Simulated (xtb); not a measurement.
C₃H₅Cl, SMILES C=C(C)Cl. All values are semi-empirical tight-binding results from xtb (GFN2-xTB unless named), good for trends rather than for accurate numbers. The structure is a stationary point at GFN2-xTB.

Optimised geometry:

Bond lengths (Å): C1–C2 1.320, C1–H5 1.075, C1–H6 1.076, C2–C3 1.490, C2–Cl4 1.739, C3–H7 1.089, C3–H8 1.086, C3–H9 1.089. Angles (°): C2–C1–H5 122.4, C2–C1–H6 120.5, H5–C1–H6 117.1, C1–C2–C3 126.4, C1–C2–Cl4 120.0, C3–C2–Cl4 113.6, C2–C3–H7 110.2, C2–C3–H8 110.2, C2–C3–H9 110.2, H7–C3–H8 109.2, H7–C3–H9 107.8, H8–C3–H9 109.2.

| Property | Value |
|---|---|
| point group as xtb finds it | Cs |
| orbital gap | 4.87 eV |
| dipole moment | 1.72 D |
| zero-point energy | 43.4 kcal/mol |
| G − E(el) at 298.15 K (modified RRHO) | 25.9 kcal/mol |
| static polarisability (D4 model) | 51.4 bohr³ |
| solvation energy, GFN2-xTB/ALPB(water) | -1.9 kcal/mol |
| solvation energy, GFN2-xTB/ALPB(toluene) | -3.7 kcal/mol |

Computed atomic charges and the Wiberg bond orders between heavy atoms:
charges (e) C1 -0.11, C2 0.10, C3 -0.12, Cl4 -0.19, H5 0.06, H6 0.06, H7 0.07, H8 0.06, H9 0.07. Bond orders C1–C2 1.91, C2–C3 1.03, C2–Cl4 0.96.
